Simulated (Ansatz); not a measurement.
Species: SiAsH$_{4}$, charge 0, doublet. SiAsH4 (SMILES [SiH3][AsH], doublet).
B3LYP-D3(BJ)/def2-TZVP minimum from Ansatz (a first-principles code):
```xyz
6

Si    -1.5078     0.1377     0.3505
As     0.7860    -0.1027    -0.2172
H     -2.3121    -0.7446    -0.5262
H     -1.9512     1.5403     0.1591
H     -1.7412    -0.2460     1.7643
H      1.1758     0.9123     0.8614
```
Charge 0, spin multiplicity 2.

Quantity: atomisation energy (electronic, to ground-state atoms), in kcal/mol. Open shells are spin-unrestricted; no spin-orbit coupling. Cores are frozen in correlated methods (noble-gas shells, and filled d and f shells in the p block). No relativity. CBS(X,Y): correlation extrapolated as X^-3, Hartree-Fock from the larger set. A bracket is a step between two methods taken in the basis named. For partners of very few electrons the exact lower level stands in for a higher one.

CCSD(T)/CBS(def2-TZVPP,def2-QZVPP) + [CCSDT(Q) - CCSD(T)]/def2-TZVPP (Ansatz) gives 358.2 kcal/mol.

How far off this value is PBE/def2-TZVPD (Ansatz), in which direction, and how far these levels: r2SCAN/def2-TZVPD, B3LYP/def2-TZVPD, PBE0/def2-TZVPD, CCSD(T)/CBS(def2-TZVPP,def2-QZVPP)?

PBE gives 354.2 kcal/mol, 4.0 kcal/mol below it. Differences of the others: r2SCAN/def2-TZVPD (Ansatz) 2.3; B3LYP/def2-TZVPD (Ansatz) 1.2; PBE0/def2-TZVPD (Ansatz) -5.3; CCSD(T)/CBS(def2-TZVPP,def2-QZVPP) (Ansatz) -0.2 kcal/mol.
